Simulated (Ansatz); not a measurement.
System: sum formula H7BSi2O3 (charge 0, singlet). 
Coordinates optimised at B3LYP-D3(BJ)/def2-TZVP (Ansatz, an electronic-structure program):
SMILES: OB(O[SiH3])O[SiH3]
```xyz
13

O     -0.8063     1.8792    -0.0501
B     -0.0586     0.7358     0.0255
O      1.2864     0.7957     0.2646
Si     2.3917    -0.4326     0.3989
O     -0.6726    -0.4726    -0.1411
Si    -2.2470    -0.8917    -0.4379
H     -0.2843     2.6767     0.0803
H      3.6966     0.2088     0.6592
H      2.0386    -1.3268     1.5231
H      2.4566    -1.2110    -0.8574
H     -2.7024    -0.3118    -1.7200
H     -3.1206    -0.4277     0.6617
H     -2.2777    -2.3664    -0.5151
```
Charge 0, spin multiplicity 1.

Wanted: vertical ionisation energy (to the doublet state of charge +1; each state is the SCF solution reached for its spin; for the doublet T1 is 0.057), in eV. Cores are frozen in the correlated levels unless marked. Open shells are spin-unrestricted. Spin-orbit coupling is left out. No relativistic terms. CBS marks a two-point X^-3 extrapolation of the correlation energy; Hartree-Fock from the larger set.

```tsv
level	program	vertical ionisation energy (eV)
HF/aug-cc-pV(D+d)Z	Ansatz	10.91
HF/aug-cc-pV(T+d)Z	Ansatz	10.93
HF/aug-cc-pV(Q+d)Z	Ansatz	10.93
SVWN5/def2-TZVPD	Ansatz	10.19
PBE/def2-TZVPD	Ansatz	10.11
r2SCAN/def2-TZVPD	Ansatz	10.39
B3LYP/def2-TZVPD	Ansatz	10.71
PBE0/def2-TZVPD	Ansatz	10.76
BHLYP/def2-TZVPD	Ansatz	11.31
CAM-B3LYP/def2-TZVPD	Ansatz	11.19
wB97M-V/def2-TZVPD	Ansatz	11.32
wB97X-V/def2-TZVPD	Ansatz	11.39
B2PLYP/def2-TZVPD	Ansatz	11.05
MP2/aug-cc-pV(D+d)Z	Ansatz	12.20
RI-MP2/aug-cc-pV(T+d)Z	Ansatz	12.43
RI-MP2/aug-cc-pV(Q+d)Z	Ansatz	12.50
RI-MP2/CBS(aug-cc-pV(T+d)Z,aug-cc-pV(Q+d)Z)	Ansatz	12.55
SCS-MP2/aug-cc-pV(D+d)Z	Ansatz	12.13
CCSD/aug-cc-pV(D+d)Z	Ansatz	11.55
CCSD(T)/aug-cc-pV(D+d)Z	Ansatz	11.45
```
